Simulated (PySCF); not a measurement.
# C₆ coefficients of unlike pairs at UHF

Calculated with PySCF 2.14 from the dipole response of each species, C₆(A,B) = (3/π) ∫ α_A(iu) α_B(iu) du, in atomic units, from isotropic polarisabilities. For ions this is the dispersion term alone; charge-induced terms of lower order in 1/R come first.

```json
{"species": "Rh²⁺", "configuration": "[Kr] 4d7 (4F)", "basis": "x2c-TZVPPall with one added diffuse shell each of s, p, d, f type (9s7p7d3f1g)", "relativity": "spin-free X2C", "α (bohr³)": "6.678", "C₆ (like pair)": "34.93"}
{"species": "Mn³⁺", "configuration": "[Ar] 3d4 (5D)", "basis": "aug-cc-pVDZ (7s6p4d2f)", "relativity": "none", "α (bohr³)": "1.706", "C₆ (like pair)": "3.971"}
{"species": "Ta", "configuration": "[Xe] 4f14 5d3 6s2 (4F)", "basis": "x2c-TZVPPall with one added diffuse shell each of s, p, d, f type (12s8p8d4f1g)", "relativity": "spin-free X2C", "α (bohr³)": "108.2", "C₆ (like pair)": "1437"}
{"species": "Ti", "configuration": "[Ar] 3d2 4s2 (3F)", "basis": "aug-cc-pVTZ-DK (8s7p5d3f2g)", "relativity": "spin-free X2C", "α (bohr³)": "146.3", "C₆ (like pair)": "1694"}
```

Problem. Estimate C₆ for Ta with Rh²⁺.

Solution. The integral gives 169.4. The combination rule 2 C_A C_B / (C_A α_B/α_A + C_B α_A/α_B) gives 153.3 and the geometric mean 224.1.

No spin-orbit coupling is included.

The other pairs:

```csv
pair,C₆
"Ti, Mn³⁺",44.40
"Ti, Ta",1537
"Ti, Rh²⁺",160.1
"Mn³⁺, Rh²⁺",11.47
"Ta, Mn³⁺",48.27
```
